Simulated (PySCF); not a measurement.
Magnetisability: `C#CC/C=C(\F)C#C`, C$_{7}$H$_{5}$F

Cartesian coordinates in Å; atom numbers follow the order of the lines, from 1:
```xyz
13

C    -2.9123    1.4292   -0.0028
C    -2.2106    0.4616    0.0434
C    -1.3240   -0.6870    0.1037
C     0.0767   -0.2428    0.3952
C     1.1216   -0.4999   -0.3883
F     0.9714   -1.2252   -1.5265
C     2.4475   -0.0789   -0.1386
C     3.5894    0.2551    0.0227
H    -3.5454    2.2638   -0.0530
H    -1.6709   -1.3557    0.9002
H    -1.3632   -1.2251   -0.8470
H     0.2366    0.3410    1.2887
H     4.5788    0.5643    0.1846
```

Computed with PySCF, GIAO wB97X-D/pcSseg-1 magnetisability, rotational g tensor and spin-rotation constants, non-relativistic, gas phase. Geometry: GFN2-xTB.

Q: How diamagnetic is it, and how anisotropic?

A: Isotropic -1130 × 10⁻³⁰ J/T², or -68.0 × 10⁻⁶ cm³/mol; principal values -1223, -1126, -1041 × 10⁻³⁰ J/T², anisotropy 158 × 10⁻³⁰ J/T² (root of half the summed squared differences of the principal values). The susceptibility is in cgs units.

Q: Split it along the inertial axes a, b, c into diamagnetic and paramagnetic parts about the centre of mass, with the quadrupole moment.

A: 
| axis | χ (10⁻⁶ cm³/mol) | diamagnetic (10⁻⁶ cm³/mol) | paramagnetic (10⁻⁶ cm³/mol) | summed x² of all electrons (Å²) | quadrupole Θ (D Å) |
| --- | --- | --- | --- | --- | --- |
| a | -70.9 | -322.2 | 251.3 | 270.9 | +6.86 |
| b | -64.6 | -1248.7 | 1184.1 | 52.5 | -2.58 |
| c | -68.6 | -1372.2 | 1303.6 | 23.4 | -4.28 |

Anisotropies 2χaa − χbb − χcc = -8.7 and 2χbb − χaa − χcc = +10.3 × 10⁻⁶ cm³/mol. Θ is traceless in Buckingham's convention.

Q: And the rotational g tensor?

A: 
```tsv
axis	rotational constant (GHz)	g	nuclear part	electronic part
a	4.9241	-0.0216	0.5597	-0.5813
b	0.9893	-0.0047	0.5456	-0.5503
c	0.8898	-0.0021	0.5428	-0.5449
```
Asymmetric top; isotopes 12C, 19F, 1H; no vibrational averaging.
